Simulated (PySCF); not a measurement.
Si(H)(F)(vinyl)(OH) (C2H5FOSi), SMILES C([SiH](O)F)=C. Geometry optimised at PBE-D3(BJ)/def2-SVP. This is a generated structure with no PubChem entry under its InChIKey; it may be hypothetical. One conformer was computed; it need not be the lowest.

Calculation: PBE-D3(BJ)/def2-SVP (PySCF 2.14.0).

Harmonic wavenumbers (cm⁻¹): 90, 164, 213, 299, 329, 401, 520, 649, 758, 804, 850, 876, 921, 963, 976, 1009, 1231, 1368, 1618, 2233, 3052, 3069, 3149, 3759. Rotational constants (GHz): 5.982, 3.028, 2.302; symmetry number 1.

Task: Work out the zero-point energy and the ideal-gas rigid-rotor harmonic-oscillator thermochemistry at 298.15 K and 1 atm.

Result: ZPE = ½ Σ hcν = ½ × 29300 cm⁻¹ = 175.26 kJ/mol. H − E(el) = 195.31 kJ/mol. Entropy in J/(mol K): translation 165.16, rotation 110.65, vibration 58.93, total 334.74. G − E(el) = 95.51 kJ/mol. Cp = 104.62 J/(mol K). Modes under 150 cm⁻¹ make the vibrational entropy uncertain.
